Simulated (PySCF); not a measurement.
An equivalent PySCF input for Ne⁺ (neon, charge +1), [He] 2s2 2p5, 2P determinant, with the non-relativistic Hamiltonian (point nucleus):

```python
from pyscf import gto, scf, dft, mp, cc
import basis_set_exchange as bse
mol = gto.M(atom="Ne 0 0 0", charge=1, spin=1, symmetry="D2h",
            basis=gto.basis.parse(bse.get_basis("aug-cc-pVDZ", elements=["Ne"], fmt="nwchem", header=False)))
mf = dft.UKS(mol, xc="B88,P86")
mf.irrep_nelec = {'Ag': (2, 2), 'B1u': (1, 1), 'B2u': (1, 1), 'B3u': (1, 0)}
mf.kernel()
```

It reaches the same state as the run whose output follows, with an energy that differs only through the grid. The run itself started from symmetry-adapted Hartree-Fock orbitals and held the occupation by maximum overlap, on a logarithmic radial grid, so the iterations belong to that start.

```
SCF conv_tol = 1e-09
number electrons alpha = 5  beta = 4
XC functionals = B88,P86
    A. D. Becke.,  Phys. Rev. A 38, 3098 (1988)
    J. P. Perdew.,  Phys. Rev. B 33, 8822 (1986)
cycle= 1 E= -128.118359570747  delta_E= -0.00287  |g|= 0.023  |ddm|= 0.102
cycle= 2 E= -128.118406857212  delta_E= -4.73e-05  |g|= 0.0186  |ddm|= 0.0469
cycle= 3 E= -128.118497200122  delta_E= -9.03e-05  |g|= 0.00027  |ddm|= 0.0214
cycle= 4 E= -128.118497226074  delta_E= -2.6e-08  |g|= 1.53e-05  |ddm|= 0.000434
cycle= 5 E= -128.118497226194  delta_E= -1.21e-10  |g|= 7.35e-07  |ddm|= 3.5e-05
converged SCF energy = -128.118497226194  <S^2> = 0.75071574  2S+1 = 2.0007156
```
